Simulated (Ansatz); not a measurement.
The cluster Rb₂Cl was relaxed with PBE-D4 (def2-TZVP) in Ansatz in these states: neutral doublet, neutral quartet. The geometries follow in no particular order.

In the def2 sets Rb takes a core potential; there is no spin–orbit coupling.

A:

```xyz
3

Rb   -2.1990   -1.8251    0.9532
Rb    0.4548    1.7274   -2.4259
Cl    1.7443    0.0977    1.4727
```

B:

```xyz
3

Rb   -1.459   -1.608   -0.837
Rb    0.417    2.277    0.244
Cl    1.043   -0.669    0.593
```

Problem. Judge from the bond lengths which geometry belongs to which state (an estimate).

Solution. A is the neutral quartet (Rb1–Cl3 4.418 Å, Rb2–Cl3 4.418 Å, Rb1–Rb2 5.575 Å); B is the neutral doublet (Rb1–Cl3 3.031 Å, Rb2–Cl3 3.031 Å, Rb1–Rb2 4.447 Å).

At PBE0-D4/def2-TZVP a doublet lies 4.74 eV below the neutral quartet. These are the stationary points nearest to one start from a short search; other shapes may lie lower in each state. The neutral quartet has come apart into loosely held pieces.
